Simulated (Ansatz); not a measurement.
`[SiH3][SiH2][GeH2][GeH2][SiH2][GeH3]` + `O[SiH2]S` → `O[SiH2]S[SiH3]` + `[SiH3][GeH2][GeH2][SiH2][GeH3]`  (cleavage of the Si–Si bond)

Gas-phase electronic energies from Ansatz, PBE0-D4/def2-TZVP geometries. CCSD(T)/CBS adds triple-zeta CCSD(T) − MP2 to the extrapolated MP2 energy (def2 sets, frozen cores). Functionals use def2-TZVPP. B3LYP here is the variant with VWN-RPA as its local correlation; programs differ in this. For Ge outer-core shells are correlated without core-valence functions, which leaves a few kJ/mol of doubt a bond. Scalar relativity is left out up to krypton. Each species was taken in one conformer, which may not be the lowest.

```csv
level,ΔE (kJ/mol),difference from CCSD(T)/CBS
PBE-D4,-39.6,11.1
r2SCAN-D4,-48.8,1.9
PBE0-D4,-43.4,7.3
B3LYP-D4,-48.0,2.7
r2SCAN,-50.3,0.4
HF/def2-TZVPP,-64.7,-14.0
HF/def2-QZVPP,-65.5,-14.8
SCS-MP2/def2-QZVPP,-59.5,-8.8
HF/CBS(def2),-65.6,-14.9
CCSD/CBS(def2),-52.0,-1.3
CCSD(T)/CBS,-50.7,0
```

Largest T1 diagnostic among the species: 0.013.

From PBE to PBE0 (25 % exact exchange), in def2-TZVPP and without D4, ΔE moves by −4.1 kJ/mol. The D4 term adds +4.0 kJ/mol with B3LYP and +3.0 kJ/mol with PBE0; it sums over pairs of atoms, weighted by their polarisabilities, and B3LYP, whose exchange is more repulsive, gets the larger term. In def2-TZVPP, CCSD(T) changes the Hartree–Fock value by +16.7 kJ/mol (the triples alone add +1.3 kJ/mol) and MP2 by +7.8 kJ/mol.
